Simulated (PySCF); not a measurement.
PySCF job for BeGeH6Si, SMILES [SiH3][Be][GeH3], PBE0-D3(BJ)/def2-SVP. Coordinates come from a PBE0-D3(BJ)/def2-SVP optimisation.

```python
import numpy as np
from pyscf import gto, scf, dft, df
from pyscf.hessian import thermo

mol = gto.M(
    atom='''
    Be    0.00000000   -0.00000000   -0.71775951
    Si   -0.00000000    0.00000000   -2.91304781
    H     0.57968197    1.26497586   -3.47498108
    H    -1.38534221   -0.13046862   -3.47498108
    H     0.80566025   -1.13450724   -3.47498108
    Ge    0.00000000    0.00000000    1.49400497
    H     1.19944164    0.77121687    2.09016384
    H    -1.26761423    0.65313850    2.09016384
    H     0.06817257   -1.42435538    2.09016384
    ''',
    basis='def2-SVP',
    charge=0,
    spin=0,
    max_memory=1600,
    verbose=3,
)
mf = dft.RKS(mol, xc='pbe0').density_fit(auxbasis='def2-universal-jkfit')
mf.disp = 'd3bj'
mf.grids.level = 3
mf.conv_tol = 1e-11
mf.max_cycle = 100
mf.kernel()

# [left out here: the lines that compute and print the analytic Hessian (its translational invariance restored by hand, since the grid's response is missing), thermochemistry and intensities]
```

It prints:

```
converged SCF energy = -2384.03364248732

WARN: DFTD3 does not support analytical Hessian, using finite difference


WARN: Mole.unit (angstrom) is changed to Bohr

Mode                                 0                   1                   2
Irrep
Freq [cm^-1]                      -19.6930            137.0070            137.0180
Reduced mass [au]                   1.0080              2.4017              2.4017
Force const [Dyne/A]               -0.0002              0.0266              0.0266
Char temp [K]                     -28.3339            197.1226            197.1384
Normal mode                   x     y     z       x     y     z       x     y     z
       0  Be                -0.00 -0.00 -0.00   -0.20 -0.17 -0.00   -0.17  0.20  0.00
       1  Si                -0.00  0.00 -0.00    0.02  0.02 -0.00    0.02 -0.02  0.00
       2   H                 0.37 -0.17 -0.00    0.11  0.09  0.25    0.09 -0.11 -0.12
       3   H                -0.04  0.41 -0.00    0.11  0.09 -0.23    0.09 -0.11 -0.16
       4   H                -0.34 -0.24 -0.00    0.11  0.09 -0.02    0.09 -0.11  0.28
       5  Ge                 0.00  0.00  0.00    0.01  0.01  0.00    0.01 -0.01 -0.00
       6   H                -0.22  0.34 -0.00    0.10  0.08 -0.28    0.08 -0.10 -0.03
       7   H                -0.18 -0.36 -0.00    0.10  0.09  0.11    0.08 -0.10  0.26
       8   H                 0.40  0.02 -0.00    0.10  0.08  0.17    0.08 -0.10 -0.22
Mode                                 3                   4                   5
Irrep
Freq [cm^-1]                      231.3471            377.0179            377.0268
Reduced mass [au]                   9.8719              1.0859              1.0859
Force const [Dyne/A]                0.3113              0.0909              0.0909
Char temp [K]                     332.8570            542.4448            542.4576
Normal mode                   x     y     z       x     y     z       x     y     z
       0  Be                -0.00 -0.00  0.04   -0.03 -0.02  0.00   -0.02  0.03  0.00
       1  Si                 0.00 -0.00  0.15   -0.03 -0.02  0.00   -0.02  0.03  0.00
       2   H                 0.00  0.00  0.15    0.13  0.08  0.35    0.11 -0.13 -0.20
       3   H                -0.00  0.00  0.15    0.11  0.10 -0.35    0.09 -0.14 -0.21
       4   H                 0.00 -0.00  0.15    0.14  0.10 -0.01    0.08 -0.11  0.40
       5  Ge                -0.00  0.00 -0.07    0.02  0.01 -0.00    0.01 -0.02 -0.00
       6   H                -0.00 -0.00 -0.06   -0.18 -0.13  0.52   -0.16  0.23  0.03
       7   H                 0.00 -0.00 -0.06   -0.20 -0.17 -0.24   -0.12  0.20 -0.47
       8   H                -0.00  0.00 -0.06   -0.23 -0.13 -0.29   -0.16  0.18  0.44
Mode                                 6                   7                   8
Irrep
Freq [cm^-1]                      493.4361            493.4438            775.9301
Reduced mass [au]                   1.5007              1.5006              5.8069
Force const [Dyne/A]                0.2153              0.2153              2.0599
Char temp [K]                     709.9446            709.9557           1116.3907
Normal mode                   x     y     z       x     y     z       x     y     z
       0  Be                -0.13 -0.11 -0.00    0.11 -0.13  0.00    0.00 -0.00 -0.31
       1  Si                 0.04  0.03 -0.00   -0.03  0.04  0.00   -0.00  0.00  0.04
       2   H                -0.15 -0.08 -0.42    0.16 -0.14 -0.20    0.02  0.03  0.14
       3   H                -0.11 -0.14  0.39    0.10 -0.18 -0.26   -0.04 -0.00  0.14
       4   H                -0.18 -0.14  0.04    0.10 -0.11  0.47    0.02 -0.03  0.14
       5  Ge                 0.01  0.01  0.00   -0.01  0.01 -0.00    0.00 -0.00  0.02
       6   H                -0.09 -0.08  0.28    0.11 -0.15 -0.03    0.03  0.02 -0.07
       7   H                -0.12 -0.13 -0.11    0.06 -0.12  0.26   -0.03  0.02 -0.07
       8   H                -0.14 -0.08 -0.17    0.12 -0.09 -0.23    0.00 -0.03 -0.07
Mode                                 9                  10                  11
Irrep
Freq [cm^-1]                      799.3847            868.1315            890.7717
Reduced mass [au]                   1.0469              1.1688              1.0185
Force const [Dyne/A]                0.3941              0.5190              0.4761
Char temp [K]                    1150.1366           1249.0479           1281.6221
Normal mode                   x     y     z       x     y     z       x     y     z
       0  Be                 0.00  0.00  0.04    0.00  0.00  0.06   -0.00  0.02 -0.00
       1  Si                -0.00 -0.00  0.01   -0.00  0.00 -0.06    0.00 -0.00  0.00
       2   H                -0.02 -0.04 -0.11    0.08  0.18  0.48   -0.02  0.01 -0.01
       3   H                 0.04  0.00 -0.11   -0.20 -0.02  0.48   -0.00  0.04 -0.00
       4   H                -0.02  0.03 -0.11    0.12 -0.17  0.48    0.02  0.01  0.01
       5  Ge                 0.00  0.00  0.02    0.00  0.00  0.00   -0.00  0.01 -0.00
       6   H                 0.17  0.11 -0.51    0.03  0.02 -0.10    0.40 -0.51 -0.15
       7   H                -0.18  0.09 -0.51   -0.03  0.02 -0.10   -0.34 -0.50 -0.19
       8   H                 0.01 -0.20 -0.51    0.00 -0.04 -0.10    0.04  0.14  0.35
Mode                                12                  13                  14
Irrep
Freq [cm^-1]                      890.7755            933.4603            933.4617
Reduced mass [au]                   1.0185              1.0305              1.0305
Force const [Dyne/A]                0.4761              0.5290              0.5291
Char temp [K]                    1281.6276           1343.0415           1343.0436
Normal mode                   x     y     z       x     y     z       x     y     z
       0  Be                 0.02  0.00 -0.00   -0.01  0.01 -0.00   -0.01 -0.01 -0.00
       1  Si                -0.00 -0.00  0.00   -0.02  0.02  0.00   -0.02 -0.02 -0.00
       2   H                 0.03 -0.02 -0.00    0.60 -0.20  0.16    0.27 -0.26 -0.28
       3   H                -0.00  0.00  0.01   -0.02 -0.62  0.16   -0.16  0.35  0.28
       4   H                 0.03  0.02 -0.00   -0.08  0.12 -0.32    0.59  0.42  0.00
       5  Ge                 0.01  0.00 -0.00   -0.00  0.00 -0.00   -0.00 -0.00  0.00
       6   H                -0.07  0.33 -0.31    0.02 -0.03  0.00   -0.01 -0.00  0.02
       7   H                -0.08 -0.41  0.29   -0.02 -0.01 -0.02    0.01  0.03 -0.01
       8   H                -0.72 -0.03  0.02    0.02  0.01  0.02    0.03 -0.00 -0.01
Mode                                15                  16                  17
Irrep
Freq [cm^-1]                     2121.7975           2123.4814           2123.4863
Reduced mass [au]                   1.0133              1.0236              1.0236
Force const [Dyne/A]                2.6877              2.7194              2.7194
Char temp [K]                    3052.7941           3055.2169           3055.2240
Normal mode                   x     y     z       x     y     z       x     y     z
       0  Be                -0.00  0.00  0.00   -0.00 -0.00 -0.00   -0.00  0.00 -0.00
       1  Si                 0.00  0.00 -0.00    0.00  0.00  0.00    0.00 -0.00  0.00
       2   H                -0.01 -0.01  0.00   -0.00 -0.00  0.00    0.00  0.00 -0.00
       3   H                 0.02  0.00  0.00   -0.00 -0.00 -0.00   -0.00 -0.00 -0.00
       4   H                -0.01  0.01  0.00   -0.00  0.00  0.00   -0.00  0.00  0.00
       5  Ge                -0.00  0.00 -0.01   -0.01 -0.00  0.00   -0.00  0.01  0.00
       6   H                 0.45  0.29  0.20    0.58  0.39  0.30   -0.22 -0.11 -0.10
       7   H                -0.48  0.25  0.20    0.49 -0.27 -0.24    0.44 -0.21 -0.21
       8   H                 0.03 -0.54  0.20   -0.03  0.14 -0.06    0.03 -0.72  0.31
Mode                                18                  19                  20
Irrep
Freq [cm^-1]                     2194.6591           2199.6794           2199.6807
Reduced mass [au]                   1.0208              1.0495              1.0495
Force const [Dyne/A]                2.8967              2.9918              2.9918
Char temp [K]                    3157.6258           3164.8489           3164.8507
Normal mode                   x     y     z       x     y     z       x     y     z
       0  Be                 0.00 -0.00 -0.00   -0.00  0.00  0.00   -0.00 -0.00 -0.00
       1  Si                 0.00 -0.00  0.02   -0.04  0.01  0.00   -0.01 -0.04 -0.00
       2   H                 0.22  0.49 -0.20    0.02  0.09 -0.04    0.31  0.66 -0.30
       3   H                -0.53 -0.05 -0.20    0.67  0.07  0.28    0.29  0.01  0.12
       4   H                 0.31 -0.44 -0.20    0.33 -0.49 -0.25   -0.27  0.35  0.18
       5  Ge                 0.00 -0.00 -0.00   -0.00  0.00 -0.00   -0.00 -0.00  0.00
       6   H                 0.01  0.01  0.01    0.00  0.00  0.00    0.00  0.00  0.00
       7   H                -0.01  0.01  0.01    0.00 -0.00 -0.00   -0.00  0.00  0.00
       8   H                 0.00 -0.01  0.01    0.00 -0.00  0.00   -0.00  0.00 -0.00
temperature 298.1500 [K]
pressure 101325.00 [Pa]
Rotational constants [GHz] 42.10031 1.10203 1.10203
Symmetry number 3
Zero-point energy (ZPE) 0.04853 [Eh]   127408.252 [J/mol]
                           tot       elec      trans        rot        vib
Entropy [J/mol/K]       319.484      0.000    168.007    100.672     50.805
Cv [J/mol/K]             87.943      0.000     12.472     12.472     63.000
Cp [J/mol/K]             96.258      0.000     20.786     12.472     63.000
Internal energy [J/mol]                      3718.434   3718.434 136340.742
Internal energy [Eh]   -2383.97888  -2384.03364
Enthalpy [J/mol]                             6197.391   3718.434 136340.742
Enthalpy [Eh]          -2383.97794
Gibbs free energy [J/mol]                  -43893.876 -26296.850 121193.195
Gibbs free energy [Eh] -2384.01422
mode   freq/cm-1   IR/(km/mol)
   1      -19.69         0.000
   2      137.01        17.292
   3      137.02        17.291
   4      231.35         0.004
   5      377.02         0.128
   6      377.03         0.128
   7      493.44         3.848
   8      493.44         3.848
   9      775.93        64.264
  10      799.38       249.058
  11      868.13        83.474
  12      890.77        23.491
  13      890.78        23.491
  14      933.46        33.900
  15      933.46        33.900
  16     2121.80        75.431
  17     2123.48       113.025
  18     2123.49       113.020
  19     2194.66        49.385
  20     2199.68        87.505
  21     2199.68        87.506
max |gradient| / (hartree/bohr): 7.578178104381748e-05
APT charges: [ 0.423   0.451  -0.2185 -0.2185 -0.2185  0.4548 -0.2244 -0.2244 -0.2244]
```

The calculation finished and met its thresholds. The end point has an imaginary mode, so it is no minimum.
